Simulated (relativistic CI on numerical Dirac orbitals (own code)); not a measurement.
## Electric-dipole lines of Xe7+

Method of calculation: Dirac-Coulomb-Breit CI, separate exchange-only KLI orbitals for each configuration, model QED (radiative potential, 1s self-energy scaled to tabulated hydrogen-like ionisation energies), valence Slater integrals scaled by 0.9, P86 correlation estimate, and configurations built on the next ion tied to the tabulated ionisation energy (semi-empirical) (own radial code, finite nucleus).

CI space (outside the closed core [Kr]): 4d10 5s, 4d10 5p, 4d10 5d, 4d10 6s, 4d10 4f, 4d10 5f, 4d10 5g, 4d9 5s 4f, 4d9 5s2, 4d10 6p, 4d8 5s 5p2, 4d9 5p2, 4d10 6d, 4d9 5s 5p, 4d10 7s, 4d10 7p, 4d9 4f 5p, 4d10 6f, 4d8 5s 4f2, 4d10 7d, 4d9 5p 5d, 4d8 5s 5d2, 4d9 4f2, 4d8 5s2 5p. Levels of other configurations are missing.

```tsv
λ vac (nm)	Lower	Upper	A (s⁻¹)	E lower (cm⁻¹)	E upper (cm⁻¹)
16.895	4d10 5s 2S_1/2 [1]	4d10 7p 2P°_1/2 [26]	4.57e+09	0	591899
20.200	4d10 5p 2P°_3/2 [3]	4d10 7d 2D_5/2 [44]	3.91e+08	142177	637224
22.032	4d10 5s 2S_1/2 [1]	4d10 6p 2P°_3/2 [10]	2.00e+09	0	453891
22.385	4d10 5s 2S_1/2 [1]	4d10 6p 2P°_1/2 [9]	3.62e+09	0	446723
22.536	4d10 5p 2P°_1/2 [2]	4d10 7s 2S_1/2 [17]	4.61e+09	124171	567905
23.489	4d10 5p 2P°_3/2 [3]	4d10 7s 2S_1/2 [17]	8.86e+09	142177	567905
32.801	4d10 5d 2D_3/2 [6]	4d10 6f 2F°_5/2 [39]	5.25e+09	314967	619832
33.092	4d10 5d 2D_5/2 [7]	4d10 6f 2F°_7/2 [40]	5.41e+09	317831	620020
33.216	4d10 4f 2F°_5/2 [4]	4d10 5g 2G_7/2 [20]	1.83e+10	271044	572108
33.253	4d10 4f 2F°_7/2 [5]	4d10 5g 2G_7/2 [20]	6.83e+08	271386	572108
33.255	4d10 4f 2F°_7/2 [5]	4d10 5g 2G_9/2 [19]	1.91e+10	271386	572096
36.110	4d10 5d 2D_3/2 [6]	4d10 7p 2P°_1/2 [26]	2.27e+09	314967	591899
36.369	4d10 5p 2P°_1/2 [2]	4d10 6s 2S_1/2 [8]	8.12e+09	124171	399130
38.918	4d10 5p 2P°_3/2 [3]	4d10 6s 2S_1/2 [8]	1.66e+10	142177	399130
52.412	4d10 5p 2P°_1/2 [2]	4d10 5d 2D_3/2 [6]	1.31e+10	124171	314967
53.498	4d10 5d 2D_3/2 [6]	4d10 5f 2F°_5/2 [13]	1.91e+10	314967	501890
54.216	4d10 5d 2D_5/2 [7]	4d10 5f 2F°_7/2 [14]	2.01e+10	317831	502277
56.930	4d10 5p 2P°_3/2 [3]	4d10 5d 2D_5/2 [7]	1.31e+10	142177	317831
57.874	4d10 5p 2P°_3/2 [3]	4d10 5d 2D_3/2 [6]	2.08e+09	142177	314967
70.335	4d10 5s 2S_1/2 [1]	4d10 5p 2P°_3/2 [3]	3.97e+09	0	142177
71.982	4d10 5d 2D_3/2 [6]	4d10 6p 2P°_3/2 [10]	5.50e+08	314967	453891
73.497	4d10 5d 2D_5/2 [7]	4d10 6p 2P°_3/2 [10]	4.88e+09	317831	453891
75.898	4d10 5d 2D_3/2 [6]	4d10 6p 2P°_1/2 [9]	5.43e+09	314967	446723
80.534	4d10 5s 2S_1/2 [1]	4d10 5p 2P°_1/2 [2]	2.61e+09	0	124171
87.708	4d10 6p 2P°_3/2 [10]	4d10 7s 2S_1/2 [17]	4.72e+09	453891	567905
111.59	4d10 6d 2D_3/2 [15]	4d10 6f 2F°_5/2 [39]	5.07e+09	530215	619832
113.02	4d10 6d 2D_5/2 [16]	4d10 6f 2F°_7/2 [40]	5.33e+09	531539	620020
119.77	4d10 6p 2P°_1/2 [9]	4d10 6d 2D_3/2 [15]	3.58e+09	446723	530215
128.79	4d10 6p 2P°_3/2 [10]	4d10 6d 2D_5/2 [16]	3.68e+09	453891	531539
131.02	4d10 6p 2P°_3/2 [10]	4d10 6d 2D_3/2 [15]	5.88e+08	453891	530215
142.41	4d10 5f 2F°_5/2 [13]	4d10 5g 2G_7/2 [20]	2.75e+09	501890	572108
143.23	4d10 5f 2F°_7/2 [14]	4d10 5g 2G_9/2 [19]	2.81e+09	502277	572096
156.21	4d10 6d 2D_5/2 [16]	4d10 7p 2P°_3/2 [28]	1.50e+09	531539	595554
162.12	4d10 6d 2D_3/2 [15]	4d10 7p 2P°_1/2 [26]	1.93e+09	530215	591899
182.61	4d10 6s 2S_1/2 [8]	4d10 6p 2P°_3/2 [10]	9.77e+08	399130	453891
208.66	4d10 5g 2G_9/2 [19]	4d10 6f 2F°_7/2 [40]	3.05e+08	572096	620020
209.54	4d10 5g 2G_7/2 [20]	4d10 6f 2F°_5/2 [39]	3.15e+08	572108	619832
210.11	4d10 6s 2S_1/2 [8]	4d10 6p 2P°_1/2 [9]	6.49e+08	399130	446723
224.32	4d10 7p 2P°_1/2 [26]	4d10 7d 2D_3/2 [43]	1.23e+09	591899	636478
239.98	4d10 7p 2P°_3/2 [28]	4d10 7d 2D_5/2 [44]	1.06e+09	595554	637224
244.35	4d10 7p 2P°_3/2 [28]	4d10 7d 2D_3/2 [43]	1.70e+08	595554	636478
341.74	4d10 5f 2F°_7/2 [14]	4d10 6d 2D_5/2 [16]	1.77e+08	502277	531539
353.04	4d10 5f 2F°_5/2 [13]	4d10 6d 2D_3/2 [15]	1.70e+08	501890	530215
361.69	4d10 7s 2S_1/2 [17]	4d10 7p 2P°_3/2 [28]	2.51e+08	567905	595554
416.77	4d10 7s 2S_1/2 [17]	4d10 7p 2P°_1/2 [26]	2.01e+08	567905	591899
```

Terms are leading LS components. Brackets give the number of a level in order of energy, since labels repeat. The list gives strong lines, with weight on those to low levels, without configurations that were not tied to measured data, without lines whose two gauges differ by over a factor of 2.5, among the lowest 165 of 2115 levels, so that lines to higher ones, which can be the strongest, are missing, and without 2 lines that miss the measured interval by over 7 %, start from a term whose rates miss tabulated ones by over 60 %, have gauges far apart or, lacking measured levels, span too small a gap for the errors found; lines with a level outside our table were not tested and can miss by more. Levels whose partners in the same complex of configurations lie outside the list can be far off, and so can their lines. Rates are taken at the computed energies, electric ones in the length gauge.

Configurations that consist of the next ion and one excited electron were tied to the tabulated ionisation energy; Rydberg ones are usually within 1,000 to 3,000 cm⁻¹ and the lowest ones within about 6,000 (9,000 in d shells), while levels on excited terms of the next ion carry the error of that term, and the other configurations can be misplaced by 10,000 cm⁻¹ or more. Rates follow the energies as ν³ (E1, M1) or ν⁵ (E2), so rates, branching and lifetimes can be off by large factors. Levels and lines within the n = 5 or 6 shells can be off by up to 10 % or somewhat more, and those that change n by about 2 %, since core polarisation is missing. 22 of the 39 excited levels that our extract of the measured tables holds in this range could be paired (the sources list more); they are missed by 13066 cm⁻¹ on average and 107263 at most, and levels without a partner can miss by more.

LS names give the leading component of a level, which can be under half, so a name can repeat, a term be missing and a line seem to break the LS rules.
